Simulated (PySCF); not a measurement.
In(Me)2(SiH3), SMILES [CH3][In]([CH3])[SiH3] (C2H9InSi) (B3LYP/def2-SVP optimised geometry):

```
13

In    -0.167     0.355     0.000
C     -1.266     2.259     0.000
H     -0.578     3.117    -0.005
H     -1.909     2.320     0.893
H     -1.918     2.317    -0.887
C      2.030     0.355     0.000
H      2.406    -0.221    -0.861
H      2.401    -0.133     0.916
H      2.432     1.378    -0.047
Si    -1.510    -1.902     0.010
H     -0.636    -3.117    -0.026
H     -2.432    -1.989    -1.168
H     -2.367    -2.013     1.234
```

Level of theory: PySCF with B3LYP/def2-TZVP, def2 effective core potentials past Kr.

What are the frontier orbital energies and the dipole moment?

HOMO-2 -9.28 eV, HOMO-1 -7.00 eV, HOMO -6.64 eV, LUMO -1.82 eV, LUMO+1 -0.44 eV; dipole moment 1.02 D.
